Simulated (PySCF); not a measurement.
**Chromium: a sound run and one with changed settings**

Sound run: Cr²⁺ [Ar] 3d4, Cr³⁺ [Ar] 3d3. Computed with PySCF 2.14 in Sapporo-DKH3-DZP-2012 (6s5p3d1f, 43 functions), with the spin-free X2C one-electron Hamiltonian (Gaussian nucleus). In the sound run the correlated levels freeze [Ar]. The sound run starts from symmetry-adapted Hartree-Fock orbitals and uses a fine grid where one is needed.

Changed run: initial guess atom, at most 50 SCF cycles, level shift 0.1 hartree.

```
species  method  sound run (hartree)  changed run (hartree)  converged
   Cr²⁺     UHF          -1048.85636            -1048.64298        yes
   Cr²⁺    TPSS          -1049.90566            -1049.90637         no
   Cr²⁺  M06-2X          -1049.88469            -1049.88482        yes
   Cr³⁺     UHF          -1047.76425            -1047.76425        yes
   Cr³⁺    TPSS          -1048.76042            -1048.76042        yes
   Cr³⁺  M06-2X          -1048.74122            -1048.74122        yes
   Cr³⁺     MP2          -1047.77486            -1047.77445        yes
```

Ionisation energy of Cr²⁺:

```csv
method,sound run (eV),changed run (eV)
M06-2X,31.115,31.119
```

The plain start fixes occupations by D2h representation alone, and Cr²⁺ at UHF landed in another state (other ⟨L²⟩ or ⟨S²⟩). A level shift leaves the converged SCF energy unchanged but raises the virtual orbital energies, which shrinks MP2 if it is not removed.

For comparison, NIST gives 30.959 ± 0.025 eV between the lowest levels.
